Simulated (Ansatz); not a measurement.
The standard entropy of CHBrF2 (bromodifluoromethane) from a frequency calculation

A singlet with charge 0, relaxed at PBE0-D4/def2-TZVP (Ansatz 0.2.0):

```xyz
5

F     0.1743   -0.6239    1.2011
C     0.1418    0.0192    0.0350
F     0.7079   -0.7538   -0.8905
Br   -1.6954    0.3898   -0.4567
H     0.6714    0.9687    0.1111
```

Harmonic wavenumbers in cm⁻¹: 316, 324, 590, 720, 1136, 1168, 1298, 1370, 3141.

Masses in u: F 18.998, C 12.011, Br 79.904, H 1.008. Take T = 298.15 K, p = 1 bar, R = 8.3145 J/(mol K), kT/hc = 207.22 cm⁻¹, rigid rotor and harmonic oscillator.

**Question.** Compute the standard molar entropy.

**Answer.** 
1. Translation (Sackur–Tetrode): S = R[3/2 ln M + 5/2 ln T − 1.1517] with M = 130.919 gives 169.6 J/(mol K).
2. Rotation: principal moments 49.163, 175.935, 215.614 u Å² give A, B, C = 0.3429, 0.0958, 0.0782 cm⁻¹; the symmetry number is σ = 1; q = (√π/σ)√((kT/hc)³/ABC) = 104316; S = R(ln q + 3/2) = 108.5.
3. Vibration: with u = ν̃/207.22, each mode gives R[u/(eᵘ − 1) − ln(1 − e⁻ᵘ)]; the sum is 14.7, most from 316 cm⁻¹ (5.6), 324 cm⁻¹ (5.4), 590 cm⁻¹ (2.0).
4. Electronic: R ln 1 = 0.0, from the spin multiplicity alone.
5. Sum: 169.6 + 108.5 + 14.7 + 0.0 = 292.8 J/(mol K).

The tabulated value is 295.1 J/(mol K) (CRC Handbook of Chemistry and Physics): the model is off by -2.3.
